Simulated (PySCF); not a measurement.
Telling isomers of C$_{6}$H$_{6}$F$_{2}$O$_{2}$ apart by NMR

Computed data (PySCF 2.14.0 with density-fitted response routines): GIAO PBE0/pcSseg-1 shieldings, coordinates at the GFN2-xTB level. Fast rotation and ring inversion assumed for equivalent nuclei, no solvent model, one computed conformer, non-relativistic.

δ = σ(ref) − σ, references computed at the same level: 1H and 13C vs TMS. Splittings of carbon signals by F and P are missing where no couplings were computed. Where no couplings were computed, multiplicities follow the n + 1 count of equivalent neighbours, and m marks all less simple cases (inequivalent or close neighbours, rings, F or P nearby). Shifts are as computed. Against solution values, carbons near 30 ppm lie about +3 ppm off and those near 130 ppm about +5 ppm. Of 1211 compounds with measured shifts, 218 miss one by over three times the rms of a fit or turn the order of signals round; such compounds aren't used in these exercises.

(1) Tabulate the signals of `O=C(C=C(F)F)OC1CC1`, `C#C/C(=C\OC)OC(F)F`, `Cc1ccc(OC(F)F)o1` and their relative energies.

(2) What is the quickest way to tell O=C(C=C(F)F)OC1CC1 from C#C/C(=C\OC)OC(F)F?

(3) What is the quickest way to tell O=C(C=C(F)F)OC1CC1 from Cc1ccc(OC(F)F)o1?

(4) What is the quickest way to tell C#C/C(=C\OC)OC(F)F from Cc1ccc(OC(F)F)o1?

Answers

(1) 
```json
{"SMILES": "O=C(C=C(F)F)OC1CC1", "carbon types": "2×C 2×CH 2×CH2", "δC": "176.1, 167.5, 84.0, 49.5, 7.6", "δH": "5.34 (m, 1H), 4.96 (m, 1H), 0.91 (m, 2H), 0.72 (m, 2H)", "E rel. (kcal/mol)": "17.3"}
{"SMILES": "C#C/C(=C\\OC)OC(F)F", "carbon types": "2×C 3×CH 1×CH3", "δC": "155.3, 126.4, 124.9, 95.7, 81.6, 59.5", "δH": "7.07 (s, 1H), 6.18 (m, 1H), 4.31 (s, 3H), 3.15 (s, 1H)", "E rel. (kcal/mol)": "63.8"}
{"SMILES": "Cc1ccc(OC(F)F)o1", "carbon types": "2×C 3×CH 1×CH3", "δC": "160.6, 148.1, 121.3, 115.2, 93.1, 16.1", "δH": "7.25 (m, 1H), 6.31 (m, 1H), 5.71 (m, 1H), 2.36 (s, 3H)", "E rel. (kcal/mol)": "0.0"}
```

Energies are electronic energies at PBE0/pcSseg-1 on these geometries, without zero-point or thermal terms, each for the one conformer computed, which needn't be the lowest.

(2) Count the carbon signals: 5 against 6. The first has a three-membered-ring carbon (CH2) at 7.6 ppm, the second an alkene carbon bearing oxygen (CH) at 155.3 ppm. Their most deshielded carbons lie at 176.1 and 155.3 ppm. In the proton spectra the most deshielded non-exchanging signals are 5.34 (m, 1H) and 7.07 (s, 1H).

(3) Count the carbon signals: 5 against 6. The first has a three-membered-ring carbon (CH2) at 7.6 ppm, the second a methyl carbon on an aromatic ring (CH3) at 16.1 ppm. Their most deshielded carbons lie at 176.1 and 160.6 ppm. In the proton spectra the most deshielded non-exchanging signals are 5.34 (m, 1H) and 7.25 (m, 1H).

(4) Both give the same number of carbon signals, with the same numbers of each carbon type, so the positions decide. The first has an alkyne carbon (C) at 81.6 ppm, the second a methyl carbon on an aromatic ring (CH3) at 16.1 ppm. Their most deshielded carbons lie at 155.3 and 160.6 ppm.
